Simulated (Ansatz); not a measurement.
Relaxation of BrCl$_{3}$FH$_{2}$OTa (9 atoms, charge 0, multiplicity 1), to a largest force component of 0.03 eV/Å in at most 50 steps.

Level of theory: RKS PBE/def2-SVP in Ansatz 0.2.0.

```xyz
9
Properties=species:S:1:pos:R:3
Ta -0.231 -0.066 0.157
F 1.652 -0.247 0.496
Cl -0.496 -0.318 2.484
Cl 0.341 0.337 -2.081
Cl -1.732 1.696 0.159
O -1.114 -1.671 -0.247
H -1.575 -2.325 0.311
Br 2.005 2.971 0.934
H 2.626 1.601 0.871
```

**Question.** Where does it end, and by what steps?

**Answer.** The forces met the threshold. After 13 steps the energy has fallen by 0.107 eV; Br8 moved furthest, 0.61 Å. Joined: Ta1–Br8 (3.85 → 3.17 Å).

| step | energy less start (eV) | largest force component (eV/Å) | accepted |
| --- | --- | --- | --- |
| 0 | 0.0000 | 1.219 | yes |
| 1 | -0.0487 | 0.179 | yes |
| 2 | -0.0522 | 0.087 | yes |
| 3 | -0.0545 | 0.033 | yes |
| 4 | -0.0566 | 0.201 | yes |
| 5 | -0.0598 | 0.175 | yes |
| 6 | -0.0643 | 0.477 | yes |
| 7 | -0.0772 | 0.297 | yes |
| 8 | -0.0963 | 0.236 | yes |
| 9 | -0.0698 | 0.266 | no |
| 10 | -0.1025 | 0.104 | yes |
| 11 | -0.0981 | 0.496 | no |
| 12 | -0.1059 | 0.059 | yes |
| 13 | -0.1066 | 0.029 | yes |

```xyz
9
Properties=species:S:1:pos:R:3
Ta -0.136 -0.022 0.159
F 1.668 -0.576 0.412
Cl -0.359 -0.180 2.509
Cl 0.439 0.468 -2.065
Cl -1.750 1.684 0.140
O -1.105 -1.576 -0.199
H -1.621 -2.210 0.329
Br 1.558 2.571 0.849
H 2.781 1.817 0.950
```

Whether the end is a true minimum wasn't checked by a vibrational analysis.

Run time: 47 s on 4 threads of Arm Neoverse V1, on a shared host, peak memory 0.27 GiB.
